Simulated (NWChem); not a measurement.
System: C$_{4}$H$_{4}$ClF; SMILES F/C=C\C=C/Cl

```xyz
10

F     -0.2899    -2.9934     0.0000
C      0.7393    -2.1300     0.0000
C      0.5600    -0.7905     0.0000
C     -0.7324    -0.1410     0.0000
C     -0.9543     1.1960     0.0000
Cl     0.3078     2.3897     0.0000
H      1.7188    -2.6348     0.0000
H      1.4642    -0.1631     0.0000
H     -1.6273    -0.7838     0.0000
H     -1.9640     1.6306     0.0000
```
Atoms are numbered in this order, from 1.

Level: PBE-D3(BJ)/def2-SVP (NWChem), optimised geometry, unscaled harmonic frequencies. 

Question: List the harmonic frequencies with IR intensities, and the thermochemistry.

Answer: 
```json
[
 {"frequency (cm⁻¹)": "77", "IR intensity (km/mol)": "1.0"},
 {"frequency (cm⁻¹)": "140", "IR intensity (km/mol)": "3.4"},
 {"frequency (cm⁻¹)": "199", "IR intensity (km/mol)": "0.7"},
 {"frequency (cm⁻¹)": "313", "IR intensity (km/mol)": "10.6"},
 {"frequency (cm⁻¹)": "533", "IR intensity (km/mol)": "6.2"},
 {"frequency (cm⁻¹)": "547", "IR intensity (km/mol)": "2.1"},
 {"frequency (cm⁻¹)": "718", "IR intensity (km/mol)": "49.0"},
 {"frequency (cm⁻¹)": "729", "IR intensity (km/mol)": "1.1"},
 {"frequency (cm⁻¹)": "751", "IR intensity (km/mol)": "55.8"},
 {"frequency (cm⁻¹)": "776", "IR intensity (km/mol)": "8.7"},
 {"frequency (cm⁻¹)": "892", "IR intensity (km/mol)": "0.1"},
 {"frequency (cm⁻¹)": "925", "IR intensity (km/mol)": "1.2"},
 {"frequency (cm⁻¹)": "998", "IR intensity (km/mol)": "104.2"},
 {"frequency (cm⁻¹)": "1103", "IR intensity (km/mol)": "8.1"},
 {"frequency (cm⁻¹)": "1182", "IR intensity (km/mol)": "38.8"},
 {"frequency (cm⁻¹)": "1225", "IR intensity (km/mol)": "58.1"},
 {"frequency (cm⁻¹)": "1278", "IR intensity (km/mol)": "12.1"},
 {"frequency (cm⁻¹)": "1380", "IR intensity (km/mol)": "0.9"},
 {"frequency (cm⁻¹)": "1606", "IR intensity (km/mol)": "85.7"},
 {"frequency (cm⁻¹)": "1678", "IR intensity (km/mol)": "46.8"},
 {"frequency (cm⁻¹)": "3113", "IR intensity (km/mol)": "2.5"},
 {"frequency (cm⁻¹)": "3126", "IR intensity (km/mol)": "3.8"},
 {"frequency (cm⁻¹)": "3143", "IR intensity (km/mol)": "6.0"},
 {"frequency (cm⁻¹)": "3154", "IR intensity (km/mol)": "4.6"}
]
```

```yaml
zero_point_energy: 42.3 kcal/mol
thermal correction to the enthalpy at 298.15 K (with zero-point energy): 46.8 kcal/mol
heat capacity Cv: 21.0 cal/(mol K)
entropy at 298.15 K and 1 atm (symmetry number 1): 80.5 cal/(mol K)
dipole_moment: 0.43 D
```

Rigid rotor and harmonic oscillator; modes under 100 cm⁻¹ make the entropy uncertain.
